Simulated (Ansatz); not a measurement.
Two members of one family (Series SiX4), computed with Ansatz in the gas phase. The two geometries come from different levels. Binding counts from free atoms in the multiplicity of their measured ground term, without zero-point energy. A dash marks a value that wasn't run or was left out as unsound. The structures are stationary points that may keep the symmetry of their start. Remarks come from the PBE and PBE0 runs and from stability tests at other levels; not every state was tested. HOMO above LUMO (over both spins in singlets and doublets, within one spin in higher multiplets; at PBE or PBE0), or a gap under 0.15 eV within one spin, warns that the state may not be the lowest or that an electron is smeared out.

First: Si(SiH3)4 (singlet, charge 0, PBE-D4/def2-SVP geometry).

Cartesian coordinates in Å:
```
Si -0.002 0.001 0.001
Si -0.669 -1.419 1.750
H -2.126 -1.203 2.068
H 0.142 -1.141 2.988
H -0.471 -2.859 1.355
Si -1.301 -0.441 -1.906
H -0.873 0.443 -3.046
H -2.757 -0.186 -1.616
H -1.136 -1.880 -2.323
Si 2.265 -0.378 -0.495
H 3.115 -0.125 0.723
H 2.715 0.542 -1.599
H 2.469 -1.803 -0.939
Si -0.295 2.241 0.651
H -1.739 2.500 0.992
H 0.113 3.165 -0.466
H 0.550 2.544 1.861
```

```csv
level,HOMO (eV),LUMO (eV),gap (eV),vertical IE (eV),vertical triplet (eV),binding per atom (eV)
PBE-D4/def2-SVP,-6.97,-0.93,6.04,–,–,2.95
PBE-D4/def2-TZVP,-6.96,-1.18,5.78,9.26,5.42,2.96
r2SCAN-D4/def2-TZVP,-7.22,-0.98,6.24,–,5.58,3.00
PBE0-D4/def2-SVP,-8.07,-0.18,7.89,–,–,2.95
PBE0-D4/def2-TZVP,-8.01,-0.40,7.61,9.55,5.70,2.96
```

Remarks: gap within one spin near zero at PBE or PBE0 (+1 doublet).

Second: Si(vinyl)4 (singlet, charge 0, r2SCAN-D4/def2-SVP geometry).

```xyz
21

Si    0.051   -0.048   -0.019
C    -0.147    1.722   -0.625
C     0.301    2.811    0.019
H    -0.712    1.876   -1.557
H     0.873    2.739    0.954
H     0.120    3.828   -0.355
C     1.750   -0.305    0.743
C     2.827    0.472    0.549
H     1.871   -1.196    1.379
H     2.780    1.375   -0.072
H     3.801    0.241    0.999
C    -0.154   -1.230   -1.469
C    -1.333   -1.617   -1.981
H     0.759   -1.596   -1.962
H    -2.288   -1.294   -1.547
H    -1.402   -2.272   -2.859
C    -1.249   -0.383    1.298
C    -1.943   -1.522    1.451
H    -1.422    0.425    2.026
H    -1.822   -2.366    0.760
H    -2.663   -1.660    2.268
```

Estimate how these quantities change from the first to the second (second minus first).


```
              level  Δ HOMO (eV)  Δ LUMO (eV)  Δ gap (eV)  Δ vertical IE (eV)  Δ vertical triplet (eV)  Δ binding per atom (eV)
    PBE-D4/def2-SVP         0.62        -0.78       -1.39                   –                        –                     1.56
   PBE-D4/def2-TZVP         0.51        -0.74       -1.25               -0.51                    -1.36                     1.53
r2SCAN-D4/def2-TZVP         0.55        -0.78       -1.33                   –                    -1.78                     1.39
   PBE0-D4/def2-SVP         0.55        -0.58       -1.13                   –                        –                     1.49
  PBE0-D4/def2-TZVP         0.44        -0.58       -1.02               -0.39                    -1.75                     1.45
```

Remarks: gap within one spin near zero at PBE or PBE0 (+1 doublet).
